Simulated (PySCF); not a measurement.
Hg₂Se (singlet). Level of theory: B3LYP/[Se def2-SVP, Hg def2-SVP with ECP60], scalar-relativistic core potentials, density fitting, no spin–orbit coupling, PySCF.

Harmonic bands of its minimum:

```csv
ω (cm⁻¹),"IR (km/mol, summed over degenerate members)",degeneracy
41,8.2,2
86,0.0,1
145,16.0,1
```

Question: The central atom is Se. Infer the point group and assign the bands.

Answer: D∞h. The modes span πu + σg+ + σu+: 41 πu, 86 σg+, 145 σu+. The computed geometry has Se–Hg 2.611 Å (×2); Hg–Se–Hg 180.0°.

Only a few start shapes were tried, so a lower isomer may exist. With an element this heavy the missing spin–orbit coupling can shift these numbers.
